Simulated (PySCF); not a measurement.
C2H9NSi3.

```xyz
15

Si     2.6958    -0.1749    -0.3476
C      0.8039    -0.0324    -0.0911
N      0.1322    -0.9429    -0.6821
Si    -1.6441    -0.9414    -0.5316
Si    -1.6933     0.9657     0.8257
C      0.2191     1.0921     0.7584
H      3.4275     0.9286     0.3518
H      3.1555    -1.4848     0.1987
H      2.9891    -0.1045    -1.8084
H     -2.2575    -0.8242    -1.8872
H     -2.0914    -2.2240     0.0866
H     -2.3415     2.1784     0.2422
H     -2.1790     0.7722     2.2250
H      0.5493     2.0615     0.3450
H      0.6656     1.0466     1.7675
```

Geometry optimised at PBE0-D3(BJ)/def2-SVP. The structure was generated by enumeration, and PubChem lists no compound with its InChIKey, so it may never have been made. Other conformers were not sampled.

The numbers are results of PySCF with PBE0/pcSseg-1, not measurements. Non-relativistic, no solvent.

Q: Give the absolute GIAO shielding of each atom: isotropic value and principal components (ppm). (The exact figures need the calculation; the answer reports its results.)

A: 
```
atom  σ(iso)     σ11     σ22    σ33   span
----  ------  ------  ------  -----  -----
Si1    432.6   400.2   427.3  470.4   70.2
C2     -27.3  -110.7   -82.3  111.2  221.9
N3    -182.9  -598.1  -207.6  257.1  855.2
Si4    374.7   271.6   392.3  460.3  188.7
Si5    441.2   410.3   440.1  473.3   63.0
C6     147.5   124.0   128.4  190.1   66.1
H7      27.0    23.4    26.5   31.0    7.6
H8      27.1    24.1    25.7   31.5    7.4
H9      27.1    24.1    25.7   31.6    7.5
H10     26.0    23.0    24.3   30.8    7.8
H11     26.0    23.0    24.3   30.8    7.8
H12     27.9    24.1    25.3   34.2   10.1
H13     27.9    24.1    25.3   34.2   10.1
H14     28.7    23.6    28.8   33.7   10.1
H15     28.7    23.6    28.8   33.7   10.1
```
